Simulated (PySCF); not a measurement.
A compound of formula C18H28O4 has these computed shifts in ppm, with the number of atoms in brackets (GIAO KT2/pcSseg-1, gas phase, PySCF SCF with an in-house response code, fitting set def2-universal-JFIT, grid level 2, non-relativistic, geometry: GFN2-xTB; 13C, 1H against isolated TMS; 17O against isolated H2O).

1H: 6.75 (2), 6.70 (2), 5.78 (1), 4.42 (2), 4.42 (2), 3.91 (2), 3.53 (2), 1.97 (1), 1.57 (2), 1.54 (2), 1.41 (2), 1.29 (3), 1.07 (2), 0.99 (3)
13C: 150.7 (1), 149.6 (1), 109.0 (2), 108.6 (2), 106.4 (1), 69.2 (2), 69.0 (1), 65.9 (1), 43.8 (1), 41.4 (1), 38.2 (1), 31.5 (1), 28.5 (1), 15.7 (1), 15.3 (1)
17O: 132.1 (1), 116.2 (1), 61.7 (2)

Which structure gave them?

CCCCC[C@H]1CO[C@H](COc2ccc(OCC)cc2)OC1. Other isomers were not compared.
